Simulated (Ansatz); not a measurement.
`[SiH3][O][Cd][Cl]` + NH₃ → `[NH2][Cd][Cl]` + silanol at 600 K and 1 bar (ligand exchange at a Cd–O bond).

Gas-phase electronic energies from Ansatz, PBE0-D4/def2-TZVP geometries. CCSD(T)/CBS adds triple-zeta CCSD(T) − MP2 to the extrapolated MP2 energy (def2 sets, frozen cores). This one scheme is used for every species. def2 core potentials past Kr. For Cd outer-core shells are correlated without core-valence functions, which leaves a few kJ/mol of doubt a bond. One conformer a species, not always the lowest.

```json
{"species": "`[SiH3][O][Cd][Cl]`", "CCSD(T)/CBS energy (Eh)": "-993.63708", "H − E (kJ/mol)": "131.3", "S (J/(mol·K))": "440.6"}
{"species": "NH₃", "CCSD(T)/CBS energy (Eh)": "-56.50880", "H − E (kJ/mol)": "112.4", "S (J/(mol·K))": "219.5"}
{"species": "`[NH2][Cd][Cl]`", "CCSD(T)/CBS energy (Eh)": "-683.44247", "H − E (kJ/mol)": "105.9", "S (J/(mol·K))": "356.7"}
{"species": "`O[SiH3]`", "CCSD(T)/CBS energy (Eh)": "-366.69042", "H − E (kJ/mol)": "135.7", "S (J/(mol·K))": "307.9"}
```

H − E and S are ideal-gas, rigid-rotor, harmonic terms from PBE0-D4/def2-TZVP, for one conformer and one mirror image of each species. 1 Eh = 2625.50 kJ/mol, R = 8.31446 J/(mol·K).

**Question.** By hand: ΔE, ΔH, ΔS and ΔG.

**Answer.** ΔE = (-683.44247) + (-366.69042) − (-993.63708) − (-56.50880) = 0.01299 Eh = 34.1 kJ/mol. Δ(H − E) = 105.9 + 135.7 − 131.3 − 112.4 = -2.1, so ΔH = 32.0 kJ/mol. ΔS = 356.7 + 307.9 − 440.6 − 219.5 = 4.5 J/(mol·K). ΔG = 32.0 − 600 × (4.5)/1000 = 29.3 kJ/mol.

**Question.** By hand: the equilibrium constant, and the temperature at which ΔG would vanish if ΔH and ΔS stayed fixed.

**Answer.** log₁₀ K = −ΔG/(RT ln 10) = -2.6. ΔG = 0 at ΔH/ΔS = 7111 K, far beyond where these terms or the molecules hold.

The number of gas molecules stays the same, so ΔS is small and ΔH decides. A doubt of 5 kJ/mol in ΔE shifts log₁₀ K by 0.4 here. Other conformers and mirror images would add mixing entropy, several J/(mol·K) or more a flexible species. Modes under 60 cm⁻¹, often nearly free rotors, make the harmonic entropy too high. These are equilibria of isolated gas molecules and say nothing of rates. Largest T1 diagnostic: 0.014 (customary marks: 0.02 for closed shells, 0.045 for open ones).
